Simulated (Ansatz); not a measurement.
Reactions of H₄MgOSSi (`[SiH3][O][Mg][SH]`).

Calculated with Ansatz (gas phase, PBE0-D4/def2-TZVP geometries, no zero-point term in ΔE). CBS: MP2 limit from def2 TZ/QZ plus the TZ coupled-cluster correction, frozen cores. This one scheme is used for every species. DFT in def2-TZVPP. def2 core potentials past Kr. For Ge, In, Mg, Sn outer-core shells are correlated without core-valence functions, which leaves a few kJ/mol of doubt a bond. Scalar relativity is left out up to krypton. Each species was taken in one conformer, which may not be the lowest.

```json
{"reaction": "`[SiH3][O][Mg][SH]` + `[Cl][InH][Cl]` → `[MgH][O][SiH3]` + `[SH][In]([Cl])[Cl]`", "PBE0-D4 (kJ/mol)": "44"}
{"reaction": "`[SiH3][O][Mg][SH]` + CH₃OH → `C[O][Mg][O][SiH3]` + H₂S", "PBE0-D4 (kJ/mol)": "24"}
{"reaction": "`[SiH3][O][Mg][SH]` + `[SiH3][O][SnH2][Cl]` → `[SiH3][O][Mg][O][SiH3]` + `[SH][SnH2][Cl]`", "PBE0-D4 (kJ/mol)": "-43"}
{"reaction": "`[SiH3][O][Mg][SH]` + `CNB[SiH3]` → `CN([SiH3])B[SiH3]` + `[OH][Mg][SH]`", "PBE0-D4 (kJ/mol)": "90"}
{"reaction": "`[SiH3][O][Mg][SH]` + `CB(C)N` → `CB(C)N[SiH3]` + `[OH][Mg][SH]`", "PBE0-D4 (kJ/mol)": "78"}
{"reaction": "`[SiH3][O][Mg][SH]` + CH₃SH → `C[S][Mg][SH]` + `O[SiH3]`", "PBE0-D4 (kJ/mol)": "32"}
{"reaction": "`[SiH3][O][Mg][SH]` + `[NH2][Ge][F]` → `[NH2][Mg][SH]` + `[F][Ge][O][SiH3]`", "PBE0-D4 (kJ/mol)": "59"}
{"reaction": "`[SiH3][O][Mg][SH]` + `C=CNC` → `C=CN(C)[SiH3]` + `[OH][Mg][SH]`", "PBE0-D4 (kJ/mol)": "64"}
```

Give the CCSD(T)/CBS values in the same order. (Best estimate.)

The calculation gave: 47, 14, -46, 94, 83, 45, 63, 66 kJ/mol.

Largest T1 diagnostic: 0.015, for `[F][Ge][O][SiH3]`.
